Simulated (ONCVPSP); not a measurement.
**u(r) = r·R(r): atom against pseudo-atom (magnesium (Mg))**

Columns: radius, all-electron u(r) and pseudo u(r) of the 2s shell (level -79.55 eV) of magnesium in the configuration [He] 2s2 2p6 3s2; PBE, non-relativistic, ONCV scheme, ONCVPSP 4.0.1.

| r (bohr) | all-electron | pseudo |
| --- | --- | --- |
| 0.068 | -0.5579 | 0.2362 |
| 0.135 | -0.3000 | 0.4582 |
| 0.202 | 0.1513 | 0.6597 |
| 0.270 | 0.5743 | 0.8351 |
| 0.338 | 0.8912 | 0.9750 |
| 0.405 | 1.0927 | 1.0749 |
| 0.473 | 1.2016 | 1.1373 |
| 0.540 | 1.2361 | 1.1620 |
| 0.608 | 1.2194 | 1.1541 |
| 0.675 | 1.1684 | 1.1190 |
| 0.742 | 1.0963 | 1.0630 |
| 0.810 | 1.0112 | 0.9912 |
| 0.878 | 0.9211 | 0.9104 |
| 0.945 | 0.8321 | 0.8271 |
| 1.013 | 0.7447 | 0.7427 |
| 1.080 | 0.6634 | 0.6628 |
| 1.148 | 0.5868 | 0.5867 |
| 1.215 | 0.5177 | 0.5177 |
| 1.283 | 0.4542 | 0.4542 |
| 1.350 | 0.3980 | 0.3980 |
| 1.418 | 0.3472 | 0.3472 |
| 1.485 | 0.3027 | 0.3027 |
| 1.553 | 0.2628 | 0.2628 |
| 1.620 | 0.2282 | 0.2282 |
| 1.688 | 0.1974 | 0.1974 |
| 1.755 | 0.1709 | 0.1709 |

Q: How many radial nodes do the two functions have?

A: The all-electron 2s function has n − l − 1 = 1; the pseudo-wave has 0, since the states of the same l below it are removed with the core.

Q: At about which radius was the pseudo-wave matched?

A: 1.35 bohr. The columns agree to 0.0005 from 1.15 bohr on; several derivatives are matched, so the curves merge somewhat inside the radius.

Q: Where does each function peak?

A: Outermost all-electron maximum near 0.54 bohr, pseudo maximum near 0.54 bohr (to the table’s step).

Q: Is the pseudo-wave norm-conserving?

A: Yes: the ONCV scheme keeps the norm inside the radius equal to the all-electron one, which fixes the energy derivative of the logarithmic derivative at the level.
